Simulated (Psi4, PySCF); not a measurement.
C$_{3}$H$_{7}$O, charge -1, singlet, geometry from GFN2-xTB (in this run its highest filled SCF level lies above zero, so its values depend strongly on the basis, on diffuse functions most of all). Base run: PBE/6-31G, TDA (PySCF).

Input for PySCF:
```python
from pyscf import gto, scf, dft, tdscf

mol = gto.M(
    atom='''
O    -0.02364204   -0.72791359   -0.02410158
C    -0.11695116    0.72309764    0.02353500
C     1.27997189   -1.17584587   -0.05346219
C    -1.53793975    1.16403974   -0.03994654
H     0.53282928    1.00119920    0.93898760
H     0.44859738    1.10785920   -0.85183032
H     1.26753791   -2.27032695   -0.05197351
H     1.82097837   -0.82845799   -0.95497355
H     1.85749247   -0.82621646    0.82524896
H    -1.97405394    1.11319354    0.99190016
H    -1.51473106    2.25830906   -0.28530416
''',
    basis='6-31g',
    charge=-1,
    verbose=4,
)

mf = dft.RKS(mol)
mf.xc = 'pbe'
mf.kernel()
td = mf.TDA()
td.nstates = 5
td.kernel()
td.analyze()
```

Programs used: Psi4, PySCF; a row that names a program was run with it.

The base run was repeated with changes; each row names its change, and settings that it needs were set with it.

```csv
change,first excitation (eV),oscillator strength of the first,second (eV)
base,2.83,0.034,3.94
functional = camb3lyp,4.33,0.063,5.25
nstates = 2,2.83,0.034,3.94
functional = m062x,4.37,0.072,5.30
functional = wb97x,4.83,0.075,5.80
functional = hf,5.98,0.066,6.93
basis = cc-pVDZ,2.28,0.025,3.38
code = psi4,2.83,0.034,3.94
functional = pbe0,3.78,0.050,4.86
nstates = 15,2.83,0.034,3.94
response = full linear response,2.79,0.027,3.93
```

An iterative solver can miss low states, so a row lists the states that it found.
